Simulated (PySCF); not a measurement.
A TDDFT job was run through a driver script with this input:

```
{"job": {"kind": "uv", "xc": "CAM-B3LYP", "basis": "def2-SVPD", "ip": true}, "charge": 0, "multiplicity": 1}
O     -3.666683     0.635936     0.135741
C     -2.505974     0.307291     0.092618
C     -1.411215     1.294970     0.021132
C     -0.128900     0.891317    -0.006772
C      0.254323    -0.528163     0.033240
O      1.543470    -0.854782     0.018763
Ge     3.003512     0.206531    -0.138775
C     -0.690265    -1.506771     0.087788
C     -2.108479    -1.191710     0.109573
O     -2.986490    -2.026860     0.139711
H     -1.693030     2.349959    -0.007657
H      0.670305     1.637717    -0.060871
H      4.138514    -0.814933    -0.120984
H      3.037958     1.162716     1.063780
H      2.896654     0.970520    -1.467725
H     -0.393860    -2.556180     0.114511
```

Its output, with some lines taken out ([cut]) and without the SCF cycles:

```
converged SCF energy = -2534.2320077155

Static polarisability (au): isotropic 112.842, principal 69.694 109.818 159.013

Singlet excitations
state   eV       nm        f      main configurations
  1   2.2068    561.8   0.00002   H-1->L 0.94
  2   3.0530    406.1   0.05171   H->L 0.98
[cut]
  4   5.4881    225.9   0.20329   H-3->L 0.86
  5   5.6505    219.4   0.00168   H-4->L 0.69, H-1->L+3 0.13, H-7->L 0.08
  6   5.8107    213.4   0.00022   H-1->L+3 0.73, H-4->L 0.14
  7   5.9713    207.6   0.00042   H->L+1 0.73, H->L+2 0.17
  8   6.3396    195.6   0.00006   H-1->L+5 0.66, H-1->L+6 0.12
  9   6.4154    193.3   0.16797   H->L+3 0.89
[cut]

Triplet excitations (Tamm-Dancoff, eV): 1.7582 1.8452 3.0437 3.6649
[cut]
Vertical electron affinity (delta-SCF) = 1.7592 eV
```

Level of theory: TDDFT CAM-B3LYP/def2-SVPD, vertical, gas phase, core orbitals frozen in the response (PySCF). Isolated species at its PBE0-D3(BJ)/def2-SVP geometry (one conformer only). The CAM-B3LYP/def2-SVPD calculation is non-relativistic and has no spin–orbit coupling, an omission that weighs most on germanium.

Restore the lines that were cut, in order.

```
  3   3.5500    349.3   0.00000   H-2->L 0.89
 10   6.4572    192.0   0.00458   H->L+2 0.74, H->L+1 0.17
Vertical ionisation energy (delta-SCF) = 8.9726 eV
```

What transition dipole goes with state 4?

|μ|² = 3f / (2ΔE) = 3 × 0.2033 / (2 × 0.2017) = 1.512 au, so |μ| = 3.13 D.

Give the mean polarisability in Å³.

112.84 au × 0.148185 = 16.72 Å³.

Which orbital energies lie behind H and L?

HOMO -8.39 eV and LUMO -2.42 eV, a gap of 5.97 eV; state 1 differs from that by -3.76 eV.

Which species is it?

`O=C1C=CC([O][GeH3])=CC1=O` (C6H6GeO3).

H and L stand for HOMO and LUMO.

The run took 16 min on an Arm Neoverse N1 with one thread (shared host), and the process peaked at 1.3 GiB of memory.

The values belong to the conformer `[O:1]=[C:2]1[CH:3]=[CH:4][C:5]([O:6][GeH3:7])=[CH:8][C:9]1=[O:10]`: C4–C5–O6–Ge7 -4°.
